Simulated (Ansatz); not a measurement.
`[SiH3]CB[AsH2]` + `N[SiH3]` → `[SiH3]N[AsH2]` + `BC[SiH3]` at 400 K and 1 bar (cleavage of the As–B bond).

Computed with Ansatz on PBE0-D4/def2-TZVP structures; ΔE is electronic, products minus reactants. CCSD(T)/CBS adds triple-zeta CCSD(T) − MP2 to the extrapolated MP2 energy (def2 sets, frozen cores). This one scheme is used for every species. For As outer-core shells are correlated without core-valence functions, which leaves a few kJ/mol of doubt a bond. Scalar relativity is left out up to krypton. One conformer a species, not always the lowest.

| species | CCSD(T)/CBS energy (Eh) | H − E (kJ/mol) | S (J/(mol·K)) |
| --- | --- | --- | --- |
| `[SiH3]CB[AsH2]` | -2591.73639 | 247.0 | 402.9 |
| `N[SiH3]` | -346.80422 | 153.0 | 285.3 |
| `[SiH3]N[AsH2]` | -2582.40077 | 177.9 | 361.1 |
| `BC[SiH3]` | -356.11784 | 216.8 | 331.5 |

H − E and S are ideal-gas, rigid-rotor, harmonic terms from PBE0-D4/def2-TZVP, for one conformer and one mirror image of each species. 1 Eh = 2625.50 kJ/mol, R = 8.31446 J/(mol·K).

Problem. By hand: ΔE, ΔH, ΔS and ΔG.

Solution. ΔE = (-2582.40077) + (-356.11784) − (-2591.73639) − (-346.80422) = 0.02200 Eh = 57.8 kJ/mol. Δ(H − E) = 177.9 + 216.8 − 247.0 − 153.0 = -5.3, so ΔH = 52.5 kJ/mol. ΔS = 361.1 + 331.5 − 402.9 − 285.3 = 4.4 J/(mol·K). ΔG = 52.5 − 400 × (4.4)/1000 = 50.7 kJ/mol.

Problem. By hand: the equilibrium constant, and the temperature at which ΔG would vanish if ΔH and ΔS stayed fixed.

Solution. log₁₀ K = −ΔG/(RT ln 10) = -6.6. ΔG = 0 at ΔH/ΔS = 11932 K, far beyond where these terms or the molecules hold.

The number of gas molecules stays the same, so ΔS is small and ΔH decides. A doubt of 5 kJ/mol in ΔE shifts log₁₀ K by 0.7 here. Other conformers and mirror images would add mixing entropy, several J/(mol·K) or more a flexible species. Modes under 60 cm⁻¹, often nearly free rotors, make the harmonic entropy too high. These are equilibria of isolated gas molecules and say nothing of rates. Largest T1 diagnostic: 0.013 (customary marks: 0.02 for closed shells, 0.045 for open ones).
